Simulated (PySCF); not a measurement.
## How good is the calculation?

Molfile (atoms numbered from 1):
```
H12Si5
     RDKit          3D

 17 16  0  0  0  0  0  0  0  0999 V2000
   -2.8996   -1.0398    0.0165 Si  0  0  0  0  0  4  0  0  0  0  0  0
   -0.6281   -1.4744    0.3594 Si  0  0  0  0  0  4  0  0  0  0  0  0
    0.6935    0.1838   -0.6242 Si  0  0  0  0  0  4  0  0  0  0  0  0
    2.9501   -0.2203   -0.1737 Si  0  0  0  0  0  4  0  0  0  0  0  0
    0.0716    2.2633    0.2441 Si  0  0  0  0  0  4  0  0  0  0  0  0
   -3.2524    0.2698    0.6278 H   0  0  0  0  0  0  0  0  0  0  0  0
   -3.1883   -0.9759   -1.4414 H   0  0  0  0  0  0  0  0  0  0  0  0
   -3.7494   -2.0976    0.6269 H   0  0  0  0  0  0  0  0  0  0  0  0
   -0.3458   -1.4915    1.8229 H   0  0  0  0  0  0  0  0  0  0  0  0
   -0.2736   -2.8107   -0.1974 H   0  0  0  0  0  0  0  0  0  0  0  0
    0.4652    0.1805   -2.0990 H   0  0  0  0  0  0  0  0  0  0  0  0
    3.3553   -1.5621   -0.6723 H   0  0  0  0  0  0  0  0  0  0  0  0
    3.8139    0.8091   -0.8129 H   0  0  0  0  0  0  0  0  0  0  0  0
    3.1641   -0.1735    1.2980 H   0  0  0  0  0  0  0  0  0  0  0  0
    0.9362    3.3455   -0.2990 H   0  0  0  0  0  0  0  0  0  0  0  0
   -1.3453    2.5698   -0.0905 H   0  0  0  0  0  0  0  0  0  0  0  0
    0.2151    2.2364    1.7248 H   0  0  0  0  0  0  0  0  0  0  0  0
  1  2  1  0
  2  3  1  0
  3  4  1  0
  3  5  1  0
  1  6  1  0
  1  7  1  0
  1  8  1  0
  2  9  1  0
  2 10  1  0
  3 11  1  0
  4 12  1  0
  4 13  1  0
  4 14  1  0
  5 15  1  0
  5 16  1  0
  5 17  1  0
M  END
```

Measured values that the calculation should reproduce: δ 29Si Si4/Si5 -94.1; Si1 -99.0; Si2 -106.9; Si3 -131.5 ppm (measured; C. Corminboeuf, T. Heine, J. Weber, Chem. Phys. Lett. 357 (2002) 1).

One conformer, no solvent model, no relativistic terms, averaged over atoms made equivalent by symmetry, fast rotation or ring inversion. σ from GIAO-B97-2/pcSseg-2; geometry: PBE0-D3(BJ)/def2-TZVP; PySCF.

(1) How close does the calculation come?

(2) How far are the unscaled 29Si shifts from the references?

## Answers

(1) 
Reference values: measured (C. Corminboeuf, T. Heine, J. Weber, Chem. Phys. Lett. 357 (2002) 1).
```csv
atoms,quantity,reference,computed,"computed, scaled"
Si4/Si5,δ 29Si vs TMS,-94.1,-100.6,-97.2
Si1,δ 29Si vs TMS,-99.0,-104.5,-100.5
Si2,δ 29Si vs TMS,-106.9,-111.4,-106.4
Si3,δ 29Si vs TMS,-131.5,-132.3,-124.2
```

Computed shifts are σ(ref) − σ with the named reference compound (TMS for H and C) calculated as an isolated molecule at the same level. The measured values may be among those fitted. Shieldings were converted by a linear fit to measured shifts: 29Si: δ = 285.25 − 0.852σ (rms 5.7 ppm, 39 shifts, 29.0 ppm with the 5 outliers that the fit left out vs TMS, solution or neat liquid). A few per cent of atoms miss by over 2 rms, more outside the fitted compound classes.

(2) Mean signed difference -4.33 ppm, mean absolute 4.33 ppm over 4 comparisons; the largest is -6.5 ppm at Si4/Si5 (silicon bonded to Si, 3 H).
